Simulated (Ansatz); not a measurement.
Reaction: BHF2 (difluoroborane, SMILES FBF) → BHF (SMILES [BH]F, doublet) + F (doublet) (the B-F bond breaks)
Each species at its own B3LYP-D3(BJ)/def2-TZVP minimum (Ansatz, an electronic-structure program).

Property: bond dissociation energy (electronic), in kcal/mol. Open shells are spin-unrestricted; no spin-orbit coupling. CBS(X,Y): correlation extrapolated as X^-3, Hartree-Fock from the larger set (Q,5: extrapolated as (X+1)exp(-9√X)). A bracket is a step between two methods taken in the basis named. The functionals are non-relativistic, so their misses hold any scalar relativity. Double hybrids freeze cores in their MP2 part. '+ core + X2C': CCSD(T) terms for core correlation (cc-pwCVTZ) and scalar relativity (cc-pVTZ-DK).

CCSD(T)/CBS(cc-pVQZ,cc-pV5Z) + [CCSDT(Q) - CCSD(T)]/cc-pVDZ + core + X2C (Ansatz) gives 177.2 kcal/mol.

### Question
What does PBE/def2-TZVPD (Ansatz) give here, and how do the other levels compare?

### Answer
PBE gives 175.4 kcal/mol, 1.8 kcal/mol below it. Differences of the others: r2SCAN/def2-TZVPD (Ansatz) -5.5; B3LYP/def2-TZVPD (Ansatz) -5.5; PBE0/def2-TZVPD (Ansatz) -6.1; wB97M-V/def2-TZVPD (Ansatz) -1.0; B2PLYP/def2-TZVPD (Ansatz) -3.5; CCSD(T)/CBS(cc-pVQZ,cc-pV5Z) + core + X2C (Ansatz) -0.1 kcal/mol. Nearer than PBE: wB97M-V/def2-TZVPD, CCSD(T)/CBS(cc-pVQZ,cc-pV5Z) + core + X2C.
